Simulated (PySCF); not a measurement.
The numbers below are computed, except where a source is named.
## Si5H9(-)

The system: Si5H9(-), a small molecule; charge -1, singlet. The structure was relaxed in the gas phase by PBE0-D3(BJ)/def2-SVP. No frequency run checks that it is a minimum.

SMILES: [SiH]1[SiH2][SiH2][SiH2][SiH2]1 (charge -1)

Coordinates in Å:
```
Si1     1.656    1.039    0.024
Si2     1.054   -1.075    0.903
Si3    -1.257   -1.153    0.427
Si4    -1.595    0.926   -0.651
Si5     0.333    1.591   -1.874
H6      1.474    2.010    1.169
H7      3.151    1.025   -0.200
H8      1.765   -2.170    0.152
H9      1.328   -1.351    2.362
H10    -2.065   -1.454    1.667
H11    -1.543   -2.289   -0.519
H12    -1.940    1.892    0.460
H13    -2.874    0.827   -1.450
H14     0.506    0.168   -2.453
```

Shieldings: GIAO PBE0/aug-pcSseg-1.  Core levels by delta-SCF with SCAN, aug-pcX-2 on the ionised atom and aug-pcseg-1 elsewhere, spin-free X2C (2p3/2 is the spin-free 2p value less a third of a first-order spin-orbit splitting); from the vacuum level, for chosen atoms.

Problem. Give the NMR and core-level values of the distinct atoms.

Solution. 
| atoms | bonded to | σ (ppm) | δ (ppm) | core level (eV) |
| --- | --- | --- | --- | --- |
| Si1 Si4 | 2 Si + 2 H | 433.7 | - | 2p3/2 101.49 |
| Si2 Si3 | 2 Si + 2 H | 466.3 | - | 2p3/2 101.82 |
| Si5 | 2 Si + 1 H | 588.4 | - | 2p3/2 100.38 |
| H6 H12 | 1 Si | 28.35 | - | - |
| H7 H13 | 1 Si | 27.40 | - | - |
| H8 H11 | 1 Si | 28.37 | - | - |
| H9 H10 | 1 Si | 27.68 | - | - |
| H14 | 1 Si | 30.85 | - | - |

Values are those of this one static structure; atoms that internal rotation interchanges would show their mean in an NMR spectrum.

Problem. Which of Si2, Si4, Si5 holds its core electrons tightest, and by how much against the loosest?

Solution. Si2 (bonded to 2 Si + 2 H), by 1.44 eV over Si5 (bonded to 2 Si + 1 H).

Problem. By CAM-B3LYP/def2-SVPD (TDDFT singlets, Tamm-Dancoff triplets, ionisation by delta-SCF), where does absorption start, and what does vertical ionisation take?

Solution. The lowest singlet lies at 4.00 eV (f 0.012), the strongest of the first 6 at 4.56 eV (f 0.291), the lowest triplet at 3.76 eV; vertical ionisation takes 2.92 eV.

Excited states of gas-phase anions may lie above the detachment limit and hang on the basis.
